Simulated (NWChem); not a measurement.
System: CH₄ClFOSi; SMILES O[Si@@H](Cl)CF

NWChem input:

```
start job
memory heap 200 mb stack 900 mb global 1100 mb
geometry units angstroms
  O     -1.843895     0.254980    -0.036895
  Si    -0.294773     0.020211     0.480998
  Cl     0.466041    -1.813452    -0.169640
  C      0.928596     1.314458    -0.173367
  F      0.513314     2.574653     0.273394
  H     -2.010147     0.325074    -0.987638
  H     -0.369575     0.014500     1.952307
  H      1.943387     1.122991     0.200664
  H      0.980346     1.326397    -1.270808
end
basis spherical
  O library 3-21g
  Si library 3-21g
  Cl library 3-21g
  C library 3-21g
  F library 3-21g
  H library 3-21g
end
dft
  xc hfexch
  iterations 150
end
driver
  maxiter 120
end
task dft optimize
task dft freq
```

NWChem printed, in part:

```
             Northwest Computational Chemistry Package (NWChem) 7.3.0
             --------------------------------------------------------

 C1  symmetry detected

                             Geometry "geometry" -> ""
                             -------------------------

 Output coordinates in angstroms (scale by  1.889725989 to convert to a.u.)

  No.       Tag          Charge          X              Y              Z
 ---- ---------------- ---------- -------------- -------------- --------------
    1 O                    8.0000    -1.83125736     0.10157593    -0.25159262
    2 Si                  14.0000    -0.31502049    -0.05020489     0.38172953
    3 Cl                  17.0000     0.52968849    -1.90519152    -0.07650519
    4 C                    6.0000     0.91887891     1.22548354    -0.28909971
    5 F                    9.0000     0.44569828     2.50333065     0.03238563
    6 H                    1.0000    -1.93543685     0.09579613    -1.21366246
    7 H                    1.0000    -0.48743677     0.05183208     1.84126344
    8 H                    1.0000     1.91068600     1.09109587     0.16324775
    9 H                    1.0000     1.04327101     1.15691570    -1.37860529

 Effective nuclear repulsion energy (a.u.)     293.6911879524

                                Z-matrix (autoz)
                                --------

 Units are Angstrom for bonds and degrees for angles

      Type          Name      I     J     K     L     M      Value
      ----------- --------  ----- ----- ----- ----- ----- ----------
    1 Stretch                  1     2                       1.65018
    2 Stretch                  1     6                       0.96771
    3 Stretch                  2     3                       2.08914
    4 Stretch                  2     4                       1.89734
    5 Stretch                  2     7                       1.47322
    6 Stretch                  4     5                       1.40005
    7 Stretch                  4     8                       1.09834
    8 Stretch                  4     9                       1.09873
    9 Bend                     1     2     3               111.65409
   10 Bend                     1     2     4               113.57864
   11 Bend                     1     2     7               105.44534
   12 Bend                     2     1     6               118.68011
   13 Bend                     2     4     5               108.22127
   14 Bend                     2     4     8               111.06159
   15 Bend                     2     4     9               112.47397
   16 Bend                     3     2     4               104.86229
   17 Bend                     3     2     7               109.03364
   18 Bend                     4     2     7               112.32258
   19 Bend                     5     4     8               108.80186
   20 Bend                     5     4     9               108.83961
   21 Bend                     8     4     9               107.36873
   22 Torsion                  1     2     4     5          60.29120
   23 Torsion                  1     2     4     8         179.65633
   24 Torsion                  1     2     4     9         -59.97981
   25 Torsion                  3     2     1     6         -64.04056
   26 Torsion                  3     2     4     5        -177.54286
   27 Torsion                  3     2     4     8         -58.17773
   28 Torsion                  3     2     4     9          62.18613
   29 Torsion                  4     2     1     6          54.27904
   30 Torsion                  5     4     2     7         -59.26777
   31 Torsion                  6     1     2     7         177.68284
   32 Torsion                  7     2     4     8          60.09737
   33 Torsion                  7     2     4     9        -179.53878

  xc_inp: hfexch multiplicative factor not found.

                           NWChem Geometry Optimization
                           ----------------------------

 maximum gradient threshold         (gmax) =   0.000450
 rms gradient threshold             (grms) =   0.000300
 maximum cartesian step threshold   (xmax) =   0.001800
 rms cartesian step threshold       (xrms) =   0.001200
 fixed trust radius                (trust) =   0.300000
 source of zmatrix                         =   autoz

          -------------------
          Energy Minimization
          -------------------

 Using diagonal initial Hessian
 Scaling for Hessian diagonals: bonds = 1.00  angles = 0.25  torsions = 0.10

          --------
          Step   0

                                 NWChem DFT Module
                                 -----------------

 Summary of "ao basis" -> "ao basis" (spherical)
 ------------------------------------------------------------------------------
       Tag                 Description            Shells   Functions and Types
 ---------------- ------------------------------  ------  ---------------------
 O                           3-21g                   5        9   3s2p
 Si                          3-21g                   7       13   4s3p
 Cl                          3-21g                   7       13   4s3p
 C                           3-21g                   5        9   3s2p
 F                           3-21g                   5        9   3s2p
 H                           3-21g                   2        2   2s

[...]

      ----------------------
      Optimization converged
      ----------------------

  Step       Energy      Delta E   Gmax     Grms     Xrms     Xmax
  ---- ---------------- -------- -------- -------- -------- --------
@   17    -958.10796271 -5.7D-08  0.00002  0.00001  0.00029  0.00075
                                     ok       ok       ok       ok

                                Z-matrix (autoz)
                                --------

 Units are Angstrom for bonds and degrees for angles

[...]

 Rotational Constants
 --------------------
 A=   0.160229 cm-1  (  0.230529 K)
 B=   0.058643 cm-1  (  0.084372 K)
 C=   0.046133 cm-1  (  0.066374 K)

 Temperature                      =   298.15K
 frequency scaling parameter      =   1.0000

 Zero-Point correction to Energy  =   36.277 kcal/mol  (  0.057811 au)
 Thermal correction to Energy     =   40.569 kcal/mol  (  0.064651 au)
 Thermal correction to Enthalpy   =   41.161 kcal/mol  (  0.065595 au)

 Total Entropy                    =   83.146 cal/mol-K
   - Translational                =   40.090 cal/mol-K (mol. weight = 113.9704)
   - Rotational                   =   27.699 cal/mol-K (symmetry #  =        1)
   - Vibrational                  =   15.357 cal/mol-K

 Cv (constant volume heat capacity) =   22.088 cal/mol-K
   - Translational                  =    2.979 cal/mol-K
   - Rotational                     =    2.979 cal/mol-K
   - Vibrational                    =   16.129 cal/mol-K

[normal modes left out]

 ----------------------------------------------------------------------------
 Normal Eigenvalue ||           Projected Infra Red Intensities
  Mode   [cm**-1]  || [atomic units] [(debye/angs)**2] [(KM/mol)] [arbitrary]
 ------ ---------- || -------------- ----------------- ---------- -----------
    1       -0.000 ||    0.000699           0.016         0.681       0.112
    2       -0.000 ||    0.000526           0.012         0.512       0.084
    3       -0.000 ||    0.000410           0.009         0.400       0.066
    4       -0.000 ||    0.000108           0.002         0.105       0.017
    5        0.000 ||    0.000002           0.000         0.002       0.000
    6        0.000 ||    0.000024           0.001         0.023       0.004
    7       76.875 ||    0.016391           0.378        15.979       2.623
    8      133.101 ||    0.016031           0.370        15.628       2.566
    9      190.515 ||    0.047372           1.093        46.181       7.581
   10      274.364 ||    0.080813           1.864        78.780      12.933
   11      289.366 ||    0.029697           0.685        28.950       4.753
   12      321.233 ||    0.111978           2.583       109.162      17.921
   13      487.106 ||    0.154406           3.562       150.523      24.711
   14      684.584 ||    0.310157           7.156       302.357      49.637
   15      752.333 ||    0.058030           1.339        56.570       9.287
   16      792.986 ||    0.227624           5.251       221.899      36.428
   17      876.074 ||    0.112918           2.605       110.078      18.071
   18      965.584 ||    0.060650           1.399        59.124       9.706
   19     1064.860 ||    0.083873           1.935        81.763      13.423
   20     1105.208 ||    0.046296           1.068        45.132       7.409
   21     1307.357 ||    0.004882           0.113         4.759       0.781
   22     1446.292 ||    0.001764           0.041         1.720       0.282
   23     1643.042 ||    0.007662           0.177         7.469       1.226
   24     2443.116 ||    0.119719           2.762       116.708      19.159
   25     3238.372 ||    0.007437           0.172         7.250       1.190
   26     3292.258 ||    0.010373           0.239        10.112       1.660
   27     4003.509 ||    0.177269           4.090       172.811      28.370
 ----------------------------------------------------------------------------
```

Level: Hartree-Fock/3-21G.
